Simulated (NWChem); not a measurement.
GeSiH5 cation

```xyz
7

Si     0.0084     1.5861    -0.0327
Ge     0.0003    -0.8286    -0.0143
H     -1.0598     1.9665    -0.9887
H      1.3945     1.9592    -0.4068
H     -0.3292     1.8358     1.3980
H     -1.2424    -1.6915    -0.2866
H      1.2227    -1.6915     0.3383
```
Atoms are numbered in this order, from 1.

Level: PBE0/def2-SVP (NWChem), optimised geometry, unscaled harmonic frequencies. 

Task: List the harmonic frequencies with IR intensities, and the thermochemistry.

Result: 
```tsv
frequency (cm⁻¹)	IR intensity (km/mol)
53	0.0
305	2.3
338	6.3
370	10.8
573	1.6
635	0.0
790	282.1
888	28.0
893	13.2
899	37.8
2176	15.6
2208	10.1
2244	1.4
2290	4.8
2313	5.4
```

zero-point energy: 24.3 kcal/mol
thermal correction to the enthalpy at 298.15 K (with zero-point energy): 28.2 kcal/mol
heat capacity Cv: 17.0 cal/(mol K)
entropy at 298.15 K and 1 atm (symmetry number 1): 73.5 cal/(mol K)

Rigid rotor and harmonic oscillator; modes under 100 cm⁻¹ make the entropy uncertain.
